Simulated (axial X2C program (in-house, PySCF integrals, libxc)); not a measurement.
**MoCl: cheaper levels and CCSD(T), two-component**

Computed with an axial X2C code built on PySCF integrals. Two-component (2c) means X2C with spin–orbit coupling and atomic mean-field two-electron Coulomb and Gaunt terms. Basis: Mo dyall-cv3z [11s12p9d5f3g], Cl dyall-av3z [9s8p3d2f] (cores contracted in-house); Gaussian nuclei, density fitting, unrestricted open shells. Masses: Mo 97.905 u, Cl 34.969 u.

State: Ω = 5/2 (⟨Sz⟩ = 2.50, ⟨Lz⟩ = 0.00 at HF); fragments Mo + Cl.

| level | Re (Å) | ωe (cm⁻¹) | De (eV) |
| --- | --- | --- | --- |
| PBE0 | 2.292 | 372.9 | 3.75 |
| HF | 2.386 | 331.3 | 2.39 |
| MP2 | 2.290 | 376.6 | 3.76 |
| CCSD | 2.316 | 366.5 | 3.49 |
| PBE | 2.284 | 374.4 | 3.91 |

Correlated methods: 21 electrons correlated (number of frozen shells: Mo 3 s, 2 p, 1 d; Cl 2 s, 1 p), 291 virtual spin orbitals or spinors in MP2, 110 natural virtuals in coupled cluster.

CCSD(T), same Hamiltonian and basis:

Re = 2.306 Å, ωe = 371.9 cm⁻¹; T1 = 0.012 (Lee–Taylor normalisation).

(1) Give the differences from CCSD(T) in the columns below.

The state is one determinant whose occupation by symmetry is held fixed; it was picked as the lowest of a PBE0 search that is not exhaustive. Dissociation energies refer to the lowest single-determinant-based atoms at the same level and basis. De is not given where an atomic determinant may have missed its ground term or J level, or where the truncated virtual space spoils (T). Density functionals use the spin component along the axis (collinear). Coupled cluster ran in a truncated set of natural virtual spinors; the MP2 energy of the rest was added. (T) has no such correction and the atoms are truncated less, which lowers De at CCSD(T) by a hundredth of an eV or more. A 2c atom that is not at its ground J level misses part of its spin–orbit lowering, and De is too large by that part (0.04 eV or less for light atoms). This holds for PBE0, PBE. The functionals have no current-density term, which raises determinants with orbital currents, atoms included. With several unpaired electrons one determinant need not be a pure state. This is the top spin component of a Σ state; components of lower Ω are not single determinants and can lie lower.

## Answers

(1) 

```tsv
level	ΔRe (Å)	Δωe (cm⁻¹)
PBE0	-0.014	1
HF	0.080	-41
MP2	-0.016	5
CCSD	0.010	-5
PBE	-0.022	2
```
